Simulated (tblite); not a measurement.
Problem. Give a GFN2-xTB geometry of InChI=1S/C6H16OSSi/c1-6(2,3)8-9-5-7-4/h5,9H2,1-4H3.

Solution. 
```xyz
25
C6H16OSSi angstrom
C      4.897   -0.150   -0.162
O      3.590    0.227   -0.511
C      2.599   -0.460    0.223
Si     0.952    0.199   -0.443
S     -0.550   -0.879    0.628
C     -2.174   -0.049    0.227
C     -3.251   -1.008    0.725
C     -2.300    0.158   -1.274
C     -2.249    1.273    0.977
H      5.067   -1.217   -0.359
H      5.094    0.045    0.900
H      5.573    0.444   -0.774
H      2.721   -0.272    1.298
H      2.699   -1.544    0.077
H      0.856   -0.074   -1.876
H      0.842    1.634   -0.184
H     -3.185   -1.955    0.197
H     -3.121   -1.201    1.787
H     -4.238   -0.580    0.562
H     -3.302    0.516   -1.509
H     -2.134   -0.777   -1.803
H     -1.581    0.892   -1.629
H     -2.114    1.109    2.043
H     -1.480    1.959    0.630
H     -3.222    1.735    0.816
```

Any rigid rotation of these coordinates is as good. Atoms count from 1 in this order. Si4 (SiH2 silicon) is distorted tetrahedral (angles from 105.0° to 110.7°). S5 (sulfur bonded to C and Si) is bent (angle 106.2°). Of the pairs four or more bonds apart, Si4···H22 is among the closest relative to their van der Waals radii: 2.88 Å, 87 % of the sum of Bondi's values.

Bonds between heavy atoms (Å): C1–O2 1.404, O2–C3 1.412, C3–Si4 1.895, Si4–S5 2.137, S5–C6 1.867, C6–C7 1.525, C6–C8 1.520, C6–C9 1.522.

Structure optimised with GFN2-xTB, isolated species.

Point group: C1 (no symmetry element, even within 0.4 Å). Its GFN2-xTB frequencies are all real (lowest 36 cm⁻¹). The numbers are those of one conformer (C1–O2–C3–Si4 -179°, O2–C3–Si4–S5 178°, C3–Si4–S5–C6 170°). 3 starts were optimised and ended at 0.00, 0.02 and 1.37 kcal/mol (GFN2-xTB); the lowest of these is shown.

These are computed values.
